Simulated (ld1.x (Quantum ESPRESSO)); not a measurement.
## u(r) = r·R(r): atom against pseudo-atom (N (Z = 7))

Columns: radius, all-electron u(r) and pseudo u(r) of the 2s shell (level -18.58 eV) of nitrogen in the configuration [He] 2s2 2p3; PBE, scalar-relativistic, ultrasoft scheme, ld1.x (Quantum ESPRESSO) 7.5.

```
r (bohr)  all-electron   pseudo
   0.090        0.3733  -0.1313
   0.180        0.3291  -0.2594
   0.270        0.1283  -0.3811
   0.360       -0.1100  -0.4936
   0.450       -0.3329  -0.5947
   0.540       -0.5197  -0.6826
   0.630       -0.6653  -0.7560
   0.720       -0.7708  -0.8142
   0.810       -0.8403  -0.8568
   0.900       -0.8797  -0.8837
   0.990       -0.8947  -0.8950
   1.080       -0.8907  -0.8907
   1.170       -0.8724  -0.8724
   1.260       -0.8438  -0.8438
   1.350       -0.8079  -0.8079
   1.440       -0.7672  -0.7672
   1.530       -0.7237  -0.7237
   1.620       -0.6790  -0.6790
   1.710       -0.6341  -0.6341
   1.800       -0.5898  -0.5898
   1.890       -0.5468  -0.5468
   1.980       -0.5055  -0.5055
   2.070       -0.4662  -0.4662
   2.160       -0.4290  -0.4290
   2.250       -0.3941  -0.3941
   2.340       -0.3614  -0.3614
```

Q: How many radial nodes do the two functions have?

A: The all-electron 2s function has n − l − 1 = 1; the pseudo-wave has 0, since the states of the same l below it are removed with the core.

Q: At about which radius was the pseudo-wave matched?

A: 1.05 bohr, where the columns begin to agree (steps of 0.09 bohr).

Q: Where does each function peak?

A: Outermost all-electron maximum near 0.99 bohr, pseudo maximum near 0.99 bohr (to the table’s step).

Q: Is the pseudo-wave norm-conserving?

A: No, it belongs to an ultrasoft set: the norm inside the radius is not constrained, and the difference is carried by the augmentation charge.
